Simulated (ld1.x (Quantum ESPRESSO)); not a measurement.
# Before and after: ultrasoft potential for silicon

silicon (Si), ultrasoft, made with ld1.x (Quantum ESPRESSO) 7.5 (PBE, fully relativistic). Core [Ne], reference 3s2 3p1 (charge +1). Waves: 3s (bound): rcut 1.60, rcutus 1.75 bohr; 3s channel at 0.7 Ry: rcut 1.60, rcutus 1.75 bohr; 3p (bound): rcut 2.05, rcutus 2.20 bohr; 3p channel at 1.3 Ry: rcut 2.05, rcutus 2.20 bohr; 3d channel at 0.05 Ry: rcut 1.55, rcutus 1.80 bohr. Local part: all-electron potential smoothed inside 1.45 bohr (lloc = -1). Core correction: none. Augmentation charge: PSQ, inside the norm-conserving radii.

Open shells are filled in proportion to 2j + 1 (rel_dist='average').

Change: local potential all-electron potential smoothed inside 0.80 bohr (lloc = -1).

Cutoffs: the cutoffs (Ry, on a coarse ladder) from which the occupation-weighted sum of valence levels, in a spherical-Bessel basis at the reference potential, stays within 10 and 1 mRy of its value at 400 Ry; they do not see the model core or the augmentation charge, which bear on the density cutoff. Errors are all-electron minus pseudo energies relative to the spin-unpolarised reference configuration.

**Question.** How do hardness, ghosts and transferability respond?

**Answer.** The potential gets neither clearly harder nor softer (10 Ry and 15 Ry → 10 Ry and 15 Ry); a bound ghost appears in s, which as a rule spoils a file; the number of tests with a reliable result goes from 7 to 1 (the test run of the changed file stopped, so its transferability is not established); the range in which the s phases agree widens (upper end 3.6 → at the end of the scan); the range in which the d3/2 phases agree narrows (upper end 3.6 → 1.7). A state that the projectors do not describe sees the local part alone, so a deeper or shallower local part can create or remove a ghost.

| quantity | base | changed |
| --- | --- | --- |
| cutoff, loose | 10 Ry | 10 Ry |
| cutoff, tight | 15 Ry | 15 Ry |
| bound ghosts | none | s |
| tests with a reliable result | 7 of 7 | 1 of 7 (the test run stopped) |
| error for 3s2 3p2, meV [ΔE -7.74 eV] | -2.3 | -2.3 |
| s: phases at 2.41 bohr within 0.05 rad from the reference energy up to (Ry; the scan ends near 5) | 3.6 | to the end of the scan |
| p1/2: phases at 2.41 bohr within 0.05 rad from the reference energy up to (Ry; the scan ends near 5) | 3.8 | 3.7 |
| p3/2: phases at 2.41 bohr within 0.05 rad from the reference energy up to (Ry; the scan ends near 5) | 3.8 | 3.7 |
| d3/2: phases at 2.41 bohr within 0.05 rad from the reference energy up to (Ry; the scan ends near 5) | 3.6 | 1.7 |
| d5/2: phases at 2.41 bohr within 0.05 rad from the reference energy up to (Ry; the scan ends near 5) | 3.6 | 1.6 |
| lowest overlap eigenvalue by channel | s 0.45, p1/2 0.74, p3/2 0.74, d3/2 1.00, d5/2 1.00 | s 0.32, p1/2 0.57, p3/2 0.57, d3/2 1.00, d5/2 1.00 |

 A true bound ghost makes a file unfit for plane-wave use even where its test errors are small: the radial tests pick states by their node count and pass the ghost by.
